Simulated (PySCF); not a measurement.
C5H11NSi.
SMILES with atom numbers: `[CH2:1]1[CH2:2][C@@H:3]([N:4]2[CH2:5][CH2:6]2)[SiH2:7]1`

Probes without a nucleus sit at each ring's centroid and 1 Å off its mean plane on both sides; NICS is minus the shielding there, NICSzz its component along the normal. Level: GIAO PBE0/pcSseg-1 (PySCF, non-relativistic, gas phase) on the GFN2-xTB geometry, one conformer.

Rings: 1. C1–C2–C3–Si7; 2. N4–C5–C6.

```csv
set,NICS(0),"NICS(1), two faces","NICS(1)zz, two faces"
P,-47.0,-7.1 / -9.3,-24.5 / -24.0
Q,-1.0,-1.1 / -2.0,4.8 / 2.3
```

Which set (ppm) belongs to which ring?

P = 2, Q = 1.
- 1 (4-membered ring with Si; formal bonds all single): mean NICS(1)zz 3.5 ppm, deshielded. C1, C2, C3, Si7 have four or more neighbours, and the NICS criterion for π rings isn't applied.
- 2 (3-membered ring with N; formal bonds all single): mean NICS(1)zz -24.3 ppm, shielded. C5, C6 have four or more neighbours, and the NICS criterion for π rings isn't applied.

How do the rings differ in shape?

| ring | bond lengths (Å) | rms pucker (Å) | HOMA | nearest outside atom to a NICS(1) probe (Å) |
| --- | --- | --- | --- | --- |
| 1 | 1.541, 1.542, 1.941, 1.909 | 0.09 | – | hydrogen 1.50 |
| 2 | 1.436, 1.478, 1.437 | 0.00 | – | hydrogen 1.42 |

The values belong to the conformer `[CH2:1]1[CH2:2][C@@H:3]([N:4]2[CH2:5][CH2:6]2)[SiH2:7]1`: C2–C3–N4–C5 148°.
